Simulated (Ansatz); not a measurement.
Reaction (ligand exchange at a Ta–Cl bond): `[O]=[Ta]([OH])([OH])[Cl]` + H–F → `[O]=[Ta]([OH])([OH])[F]` + HCl

Calculated with Ansatz (gas phase, PBE0-D4/def2-TZVP geometries, no zero-point term in ΔE). CCSD(T)/CBS adds triple-zeta CCSD(T) − MP2 to the extrapolated MP2 energy (def2 sets, frozen cores). This one scheme is used for every species. DFT in def2-TZVPP. B3LYP here is the variant with VWN-RPA as its local correlation; programs differ in this. HSE06 is defined as in plane-wave codes. Elements past krypton have def2 core potentials. For Ta outer-core shells are correlated without core-valence functions, which leaves a few kJ/mol of doubt a bond. Each species was taken in one conformer, which may not be the lowest.

`[O]=[Ta]([OH])([OH])[Cl]`:

Cartesian coordinates in Å:
```
O -0.591 1.888 0.848
Ta -0.325 0.318 0.217
O 0.139 0.543 -1.610
O 1.075 -0.446 1.245
Cl -2.243 -0.960 0.403
H 0.399 -0.066 -2.301
H 1.546 -1.278 1.198
```

H–F:

Cartesian coordinates in Å:
```
F 0.284 -0.083 -0.352
H -0.284 0.083 0.352
```

`[O]=[Ta]([OH])([OH])[F]`:

Z-matrix (Å, degrees):
```
Ta
O 1 1.899
O 1 1.899 2 109.5
O 1 1.718 2 108.6 3 118.5
F 1 1.885 2 110.6 3 -122.2
H 2 0.958 1 130.3 3 -119.8
H 3 0.958 1 130.3 2 119.8
```

HCl:

```xyz
2

Cl    0.345    0.539    0.010
H    -0.345   -0.539   -0.010
```

```tsv
level	ΔE (kJ/mol)	difference from CCSD(T)/CBS
PBE-D4	-38.3	-8.5
revPBE-D4	-38.2	-8.4
BLYP-D4	-44.2	-14.4
r2SCAN-D4	-40.1	-10.3
B97M-V	-41.3	-11.5
PBE0-D4	-33.7	-3.9
B3LYP-D4	-40.3	-10.5
r2SCANh-D4	-38.0	-8.2
r2SCAN0-D4	-35.2	-5.4
HSE06-D4	-33.2	-3.4
BHLYP-D4	-36.9	-7.1
CAM-B3LYP-D4	-46.3	-16.5
ωB97X-V	-43.8	-14.0
ωB97M-V	-40.3	-10.5
B2PLYP	-38.1	-8.3
PBE	-41.3	-11.5
revPBE	-42.3	-12.5
BLYP	-49.7	-19.9
r2SCAN	-40.9	-11.1
PBE0	-36.4	-6.6
B3LYP	-45.1	-15.3
r2SCANh	-38.8	-9.0
r2SCAN0	-36.2	-6.4
BHLYP	-42.4	-12.6
CAM-B3LYP	-49.3	-19.5
LC-ωPBE	-48.2	-18.4
RPA@PBE/def2-TZVPP	-37.9	-8.1
HF/def2-SVP	-47.7	-17.9
MP2/def2-SVP	-42.3	-12.5
CCSD/def2-SVP	-52.9	-23.1
CCSD(T)/def2-SVP	-50.7	-20.9
HF/def2-TZVPP	-42.3	-12.5
MP2/def2-TZVPP	-22.7	7.1
SCS-MP2/def2-TZVPP	-30.4	-0.6
CCSD/def2-TZVPP	-37.3	-7.5
CCSD(T)/def2-TZVPP	-34.1	-4.3
HF/def2-QZVPP	-42.2	-12.4
MP2/def2-QZVPP	-20.2	9.6
HF/CBS(def2)	-42.2	-12.4
CCSD/CBS(def2)	-33.0	-3.2
CCSD(T)/CBS	-29.8	0
```

Largest T1 diagnostic among the species: 0.020.

At CCSD(T), def2-SVP lies −20.9 kJ/mol from the extrapolated value and def2-TZVPP −4.3 kJ/mol. Leaving LDA and LC-ωPBE aside and taking each functional with its dispersion term where it has one, the values, not all of them listed here, spread over 16.9 kJ/mol, from CAM-B3LYP-D4 to PBE-QIDH.
